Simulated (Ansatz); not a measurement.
Compare A (`CO[SiH](O)O`) with its isomer B (`OC(O)(O)[SiH3]`).

Calculated with Ansatz (gas phase, PBE0-D4/def2-TZVP geometries, no zero-point term in ΔE). CCSD(T)/CBS is the MP2 limit (def2-TZVPP, def2-QZVPP) plus CCSD(T) − MP2 in def2-TZVPP, frozen cores. DFT in def2-TZVPP. B3LYP here is the variant with VWN-RPA as its local correlation; programs differ in this. Each species was taken in one conformer, which may not be the lowest.

(1) Which isomer does CCSD(T)/CBS put lower? Give the gap. (Best estimate.)

(2) Give E(B) − E(A) in kcal/mol with MP2/def2-TZVPP, CCSD/def2-TZVPP, ωB97M-V, CCSD(T)/def2-TZVPP, B3LYP, PBE-D4, B3LYP-D4. (An estimate is asked.)

Largest T1 diagnostic: 0.012.

## Answers

(1) Computed: A, by 101.8 kcal/mol.

(2) Ansatz gave: MP2/def2-TZVPP 104.2, CCSD/def2-TZVPP 101.9, ωB97M-V 98.9, CCSD(T)/def2-TZVPP 100.2, B3LYP 100.0, PBE-D4 91.0, B3LYP-D4 99.6. None reverses the order clearly.

From PBE to PBE0 (25 % exact exchange), in def2-TZVPP and without D4, E(B) − E(A) moves by +4.0 kcal/mol. In def2-TZVPP, CCSD(T) changes the Hartree–Fock value by −7.0 kcal/mol (the triples alone add −1.6 kcal/mol) and MP2 by −3.1 kcal/mol.
